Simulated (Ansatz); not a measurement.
The cluster B₅⁻, relaxed as a quintet with UKS r2SCAN-D4/def2-SVPD in Ansatz, starting from the r2SCAN-D4/def2-SVPD geometry of the charge -1 singlet. Force threshold 0.02 eV/Å.

The highest occupied level of the charge -1 quintet lies above zero (up to 0.06 eV). It is a level of α spin, whose loss leaves a quartet; that state wasn't run at this geometry and level. The electron is either unbound and held by the finite basis, or the level is raised by self-interaction error. At r2SCAN-D4/def2-SVPD a triplet of charge -1 lies 1.37 eV below the quintet, each at its own geometry. The structure comes from a short search, and lower isomers may exist.

Start:

```xyz
5

B    -0.718   -0.606   -0.700
B     1.136    0.055    1.266
B    -0.867    0.928   -1.132
B     0.270   -1.036    0.476
B     0.180    0.659    0.090
```

**Question.** Estimate the energy that the relaxation releases and the steps that it takes.

**Answer.** 0.32 eV, in 8 steps; 7.5 s on 4 threads of AMD EPYC 9R45 on a shared host. No frequencies were taken in this run, so the end may be a saddle point.

**Question.** Does the start keep its bonding and symmetry?

**Answer.** By distances, no bond broke or formed. The bond that changes most is B3–B5, from 1.63 to 1.83 Å (atoms count from 1). Point group C2v at the start, Cs at the end, both within 0.05 Å.

**Question.** Predict the relaxed structure.

**Answer.** 
```xyz
5

B    -0.6931   -0.5084   -0.6914
B     1.1781    0.0286    1.3173
B    -0.9700    0.9154   -1.2443
B     0.2788   -1.0490    0.4914
B     0.2062    0.6135    0.1270
```
Bond lengths: 7 × B–B 1.55 to 1.83 Å.
